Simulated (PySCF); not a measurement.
## One molecule, a ladder of functionals, a line

Molecule: SMILES CS[SiH2]C(Cl)Cl, C2H6Cl2SSi.

Cartesian coordinates in Å; atom numbers follow the order of the lines, from 1:
```xyz
12

C     2.4449   -0.1281    0.0555
S     0.8772   -0.8387   -0.5498
Si   -0.4846    0.1145    0.7948
C    -2.1938    0.0409   -0.0356
Cl   -2.6256   -1.6554   -0.3660
Cl   -3.3770    0.8403    1.0348
H     2.6705   -0.4577    1.0792
H     3.2316   -0.5027   -0.6128
H     2.4349    0.9701    0.0095
H    -0.6004   -0.5518    2.1226
H    -0.0966    1.5460    0.9724
H    -2.2214    0.5698   -0.9972
```

GIAO shieldings (ppm, equivalent atoms averaged) in PySCF on the PBE0-D3(BJ)/def2-SVP geometry, basis pcSseg-1, gas phase, non-relativistic:

```tsv
functional	exact exchange (%)	σ(C4)	σ(S2)	σ(Si3)	σ(Cl5/Cl6)
BLYP	0	97.0	650.4	335.4	676.2
BP86	0	103.3	673.5	345.3	689.5
PBE	0	104.2	675.6	346.4	691.3
B3LYP	20	105.8	678.4	347.8	710.0
PBE0	25	114.5	707.7	361.8	731.9
mPW1PW91	25	113.4	704.2	360.6	729.9
HF	100	133.9	764.5	403.2	820.1
```

Problem. Fit each shielding as a line in the percentage of exact exchange.

Solution. σ(C4) = 102.4 + 0.33 x (rms 3.1 ppm); σ(S2) = 669.5 + 0.99 x (rms 10.9 ppm); σ(Si3) = 342.3 + 0.61 x (rms 4.6 ppm); σ(Cl5/Cl6) = 688.5 + 1.35 x (rms 7.1 ppm). The functionals also differ in their semilocal parts, which the line can't hold; Hartree–Fock has no correlation at all.

Problem. What does the line predict for BHandHLYP (50 %), and what does the run give?

Solution. σ(C4): 118.9 predicted, 117.0 computed; σ(S2): 719.0 predicted, 712.8 computed; σ(Si3): 372.8 predicted, 367.2 computed; σ(Cl5/Cl6): 756.0 predicted, 753.8 computed ppm.
